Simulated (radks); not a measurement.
All-electron atom: Ta16+ in [Kr] 4d10 4f11. Method: Dirac Kohn-Sham, exchange-only PBE, spin-unpolarised, spherical densities, finite nucleus; open shells fill j = l - 1/2 first; Fermi nuclear charge, rms radius 5.3507 fm; computed with a radial shooting solver on a logarithmic mesh with Libxc functionals.

Spin-orbit splittings of the eigenvalues, e(l+1/2) - e(l-1/2), with zeta = 2 splitting/(2l+1) and mean radii in bohr:

\begin{tabular}{lrrrrr}
shell & occ. & splitting (eV) & zeta (eV) & <r> j=l-1/2 & <r> j=l+1/2 \\ \hline
2p & 6 & 1271 & 847.1 & 0.06486 & 0.07270 \\
3p & 6 & 273.8 & 182.5 & 0.1941 & 0.2087 \\
3d & 10 & 59.68 & 23.87 & 0.1828 & 0.1873 \\
4p & 6 & 64.76 & 43.18 & 0.4591 & 0.4900 \\
4d & 10 & 12.24 & 4.898 & 0.5020 & 0.5119 \\
4f & 11 & 2.486 & 0.7102 & 0.5405 & 0.5455 \\
\end{tabular}
